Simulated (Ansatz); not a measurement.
C2H8AlFSi can be A, `CC[SiH](F)[AlH2]`, or B, `C[SiH2][CH2][AlH][F]`.

Isolated molecules relaxed with PBE0-D4/def2-TZVP in Ansatz; ΔE leaves out vibrations. CCSD(T)/CBS adds triple-zeta CCSD(T) − MP2 to the extrapolated MP2 energy (def2 sets, frozen cores). Functionals use def2-TZVPP. B3LYP here is the variant with VWN-RPA as its local correlation; programs differ in this. Each species was taken in one conformer, which may not be the lowest.

(1) Which is lower in electronic energy at CCSD(T)/CBS, and by how much? (An estimate is asked.)

(2) Give E(B) − E(A) in kJ/mol with PBE0-D4, r2SCAN-D4, B2PLYP, B3LYP-D4, ωB97M-V, CCSD/def2-TZVPP, PBE-D4. (An estimate is asked.)

Largest T1 diagnostic: 0.011.

Results:

(1) The calculation gave: B, by 138.3 kJ/mol.

(2) Computed: PBE0-D4 -127.8, r2SCAN-D4 -139.8, B2PLYP -138.2, B3LYP-D4 -132.8, ωB97M-V -142.4, CCSD/def2-TZVPP -135.0, PBE-D4 -125.7. None reverses the order clearly.

In def2-TZVPP, CCSD(T) changes the Hartree–Fock value by −12.0 kJ/mol (the triples alone add −1.6 kJ/mol) and MP2 by −24.8 kJ/mol.
